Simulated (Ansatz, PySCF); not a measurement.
System: H₅SiN₂O, charge 0, multiplicity 2. SMILES: N[Si](N)O
Structure (B3LYP-D3(BJ)/def2-TZVP (Ansatz, a first-principles code) minimum search):
```xyz
9

N     -0.8198    -1.1948     0.7906
Si     0.0672     0.1991     0.3257
N      1.3859    -0.3835    -0.6052
O     -0.6305     1.2907    -0.7229
H     -1.4337    -1.1924     1.5876
H     -1.0516    -1.9204     0.1261
H      1.8919     0.2432    -1.2112
H      1.9721    -1.1189    -0.2442
H     -1.2380     1.9237    -0.3321
```
Charge 0, spin multiplicity 2.

Unscaled harmonic wavenumbers (cm⁻¹) in rising order, each level at the stationary point that it reaches from this structure (no distance between atoms moves by over 0.3 Å); the order of modes can differ between levels, and a negative number is imaginary. B3LYP-D3(BJ)/def2-TZVP (PySCF, at the structure above): 177, 221, 268, 284, 314, 352, 416, 428, 746, 779, 815, 839, 902, 915, 1566, 1579, 3536, 3573, 3660, 3667, 3868.

HF/6-31G* (Ansatz): 186, 246, 274, 304, 350, 398, 426, 437, 800, 849, 894, 909, 981, 986, 1746, 1754, 3784, 3814, 3897, 3915, 4147. Zero-point energy 44.5 against 41.3 kcal/mol; where all levels lie over 400 cm⁻¹, the wavenumbers are on average 1.075 times those of B3LYP-D3(BJ)/def2-TZVP.

B3LYP/6-31G* (Ansatz): 198, 219, 267, 284, 327, 397, 414, 468, 737, 794, 836, 855, 916, 920, 1602, 1615, 3524, 3569, 3648, 3667, 3803. Zero-point energy 41.5 against 41.3 kcal/mol; where all levels lie over 400 cm⁻¹, the wavenumbers are on average 1.012 times those of B3LYP-D3(BJ)/def2-TZVP.
